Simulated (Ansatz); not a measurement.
`[SH][Hf]([SH])([Cl])[Cl]` + HCl → `[SH][Hf]([Cl])([Cl])[Cl]` + H₂S at 500 K and 1 bar (ligand exchange at the Hf–S bond).

Computed with Ansatz on PBE0-D4/def2-TZVP structures; ΔE is electronic, products minus reactants. CBS: MP2 limit from def2 TZ/QZ plus the TZ coupled-cluster correction, frozen cores. This one scheme is used for every species. Elements past krypton have def2 core potentials. For Hf outer-core shells are correlated without core-valence functions, which leaves a few kJ/mol of doubt a bond. Each species was taken in one conformer, which may not be the lowest.

| species | CCSD(T)/CBS energy (Eh) | H − E (kJ/mol) | S (J/(mol·K)) |
| --- | --- | --- | --- |
| `[SH][Hf]([SH])([Cl])[Cl]` | -1764.46027 | 105.9 | 497.1 |
| HCl | -460.38127 | 32.5 | 201.9 |
| `[SH][Hf]([Cl])([Cl])[Cl]` | -1825.89364 | 80.9 | 476.1 |
| H₂S | -398.97279 | 57.0 | 224.0 |

H − E and S are ideal-gas, rigid-rotor, harmonic terms from PBE0-D4/def2-TZVP, for one conformer and one mirror image of each species. 1 Eh = 2625.50 kJ/mol, R = 8.31446 J/(mol·K).

By hand: ΔE, ΔH, ΔS and ΔG.

ΔE = (-1825.89364) + (-398.97279) − (-1764.46027) − (-460.38127) = -0.02489 Eh = -65.3 kJ/mol. Δ(H − E) = 80.9 + 57.0 − 105.9 − 32.5 = -0.5, so ΔH = -65.8 kJ/mol. ΔS = 476.1 + 224.0 − 497.1 − 201.9 = 1.1 J/(mol·K). ΔG = -65.8 − 500 × (1.1)/1000 = -66.3 kJ/mol.

By hand: the equilibrium constant, and the temperature at which ΔG would vanish if ΔH and ΔS stayed fixed.

log₁₀ K = −ΔG/(RT ln 10) = 6.9. ΔH and −TΔS have one sign here, so there is no such temperature.

The number of gas molecules stays the same, so ΔS is small and ΔH decides. A doubt of 5 kJ/mol in ΔE shifts log₁₀ K by 0.5 here. Other conformers and mirror images would add mixing entropy, several J/(mol·K) or more a flexible species. These are equilibria of isolated gas molecules and say nothing of rates. Largest T1 diagnostic: 0.015 (customary marks: 0.02 for closed shells, 0.045 for open ones).

ΔS is within the doubt of such terms, so its sign, and with it that verdict, could turn.
